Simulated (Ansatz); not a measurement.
Isolated molecules relaxed with PBE0-D4/def2-TZVP in Ansatz; ΔE leaves out vibrations. CCSD(T)/CBS adds triple-zeta CCSD(T) − MP2 to the extrapolated MP2 energy (def2 sets, frozen cores). This one scheme is used for every species. Functionals use def2-TZVPP. B3LYP here is the variant with VWN-RPA as its local correlation; programs differ in this. For Br outer-core shells are correlated without core-valence functions, which leaves a few kJ/mol of doubt a bond. Scalar relativity is left out up to krypton. Each species was taken in one conformer, which may not be the lowest.

Consider the ligand exchange at the Si–N bond: `N[Si](F)(F)[SiH3]` + HBr → `F[Si](F)([SiH3])Br` + NH₃.

```
         level  ΔE (kcal/mol)  difference from CCSD(T)/CBS
   LDA (SPW92)           -5.3                          1.7
     revPBE-D4           -7.9                         -0.9
       BLYP-D4           -6.7                          0.3
       PBE0-D4           -7.4                         -0.4
      BHLYP-D4           -6.1                          0.9
         B3LYP           -5.9                          1.1
     CAM-B3LYP           -4.5                          2.5
 HF/def2-TZVPP           -5.0                          2.0
 HF/def2-QZVPP           -4.9                          2.1
MP2/def2-QZVPP           -7.6                         -0.6
   CCSD(T)/CBS           -7.0                            0
```

Largest T1 diagnostic among the species: 0.012.

Leaving LDA and LC-ωPBE aside and taking each functional with its dispersion term where it has one, the values, not all of them listed here, spread over 3.2 kcal/mol, from PBE-D4 to CAM-B3LYP-D4. LDA lies +2.4 kcal/mol from PBE without D4. At CCSD(T), def2-SVP lies +2.7 kcal/mol from the extrapolated value and def2-TZVPP +1.3 kcal/mol.
